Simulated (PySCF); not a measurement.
B(Me)(OH)(OSiMe3), SMILES CB(O)O[Si](C)(C)C (GFN2-xTB optimised geometry):

```
21

B     -1.388    -1.646    -2.481
C     -2.282    -0.470    -3.105
H     -3.073    -0.187    -2.415
H     -2.747    -0.740    -4.051
H     -1.680     0.419    -3.272
O     -1.243    -2.852    -3.085
H     -1.707    -2.966    -3.913
O     -0.741    -1.483    -1.325
Si    -0.283    -0.669     0.000
C     -0.990    -1.620     1.493
C      1.622    -0.669     0.000
C     -0.937     1.128     0.000
H     -0.656    -1.186     2.430
H     -0.674    -2.658     1.480
H     -2.076    -1.611     1.496
H      2.013    -1.680    -0.051
H      2.016    -0.209     0.901
H      2.023    -0.123    -0.849
H     -2.023     1.155    -0.028
H     -0.577     1.680    -0.863
H     -0.622     1.669     0.887
```

Computed with CAM-B3LYP/def2-SVP in PySCF.

**Question.** What are the frontier orbital energies and the dipole moment?

**Answer.** HOMO-2 -10.16 eV, HOMO-1 -9.34 eV, HOMO -9.20 eV, LUMO 2.15 eV, LUMO+1 2.84 eV; dipole moment 1.42 D.

On the same geometry PBE/def2-SVP (PySCF) gives HOMO-2 -7.18 eV, HOMO-1 -6.58 eV, HOMO -6.35 eV, LUMO 0.52 eV, LUMO+1 0.68 eV; dipole moment 1.24 D.

Meta-Löwdin charges at CAM-B3LYP/def2-SVP: B1 0.44, C2 -0.44, H3 0.11, H4 0.09, H5 0.11, O6 -0.48, H7 0.33, O8 -0.59, Si9 1.12, C10 -0.56, C11 -0.56, C12 -0.56, H13 0.11, H14 0.11, H15 0.11, H16 0.11, H17 0.11, H18 0.11, H19 0.11, H20 0.11, H21 0.11.
